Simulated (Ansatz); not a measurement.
A made-up structure of BH2Te, doublet:

```xyz
4
angstrom
B -0.0942 -0.8709 0.2748
Te 0.4067 1.1138 -0.0681
H 0.3957 -1.6078 1.0713
H -1.0139 -1.5345 0.0844
```

It is relaxed with PBE-D4/def2-SVP and then PBE0-D4/def2-TZVP (Ansatz 0.2.0). Atoms count as bonded within 1.22 times the sum of their covalent radii (H–H: 0.88 Å). The end point is not checked to be a true minimum.

Q: Does its bonding change? (A judgement: the text doesn't fix the answer.)

A: By the calculation: No: no bond forms or breaks.

Where it ends: The first stage lowers the energy by 0.42 eV in 5 steps. It ends as BH₂Te ([BH2][Te]):
```
atom    x (Å)    y (Å)    z (Å)
  B1  -0.1323  -0.9417   0.3935
 Te2   0.3716   1.0156  -0.0834
  H3   0.5737  -1.5563   1.1344
  H4  -1.1187  -1.4170  -0.0821
```

Labels in which every atom is bracketed show which atoms are joined, not bond orders.

For scale, one of the runs: PBE0-D4/def2-TZVP relaxation, 93 basis functions, launched by `ansatz run in.yaml --threads 2 --pin off --events-out ev --progress --plain --max-ram 4352MiB`. The run took about 7.5 s on 2 CPU threads of an Arm Neoverse V2 (shared host).
